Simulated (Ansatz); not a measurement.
| atom | x (Å) | y (Å) | z (Å) |
| --- | --- | --- | --- |
| P | 0.0000 | 0.0000 | 0.1406 |
| H | 1.2922 | 0.0000 | -0.7030 |
| H | -0.6461 | 1.1191 | -0.7030 |
| H | -0.6461 | -1.1191 | -0.7030 |

Basis set: cc-pVDZ (spherical functions). Frozen core: 5 orbitals. Charge 0, multiplicity 1.

Computed with Ansatz (development build ahead of 0.2.0); each method stands on the lowest determinant of its kind that the runs found. Restricted open shells among the atoms or ions are ROHF, correlated in semicanonical orbitals with singles.

The atomization energy at this shape (free ground-state atoms in the same class of orbitals less the molecule, no zero-point energy) of singlet PH₃:

```
method  atomization energy
   RHF             6.73 eV
```

Question: What does RHF-MP2 give?

Answer: 8.72 eV. Caution: the shape is not the minimum.
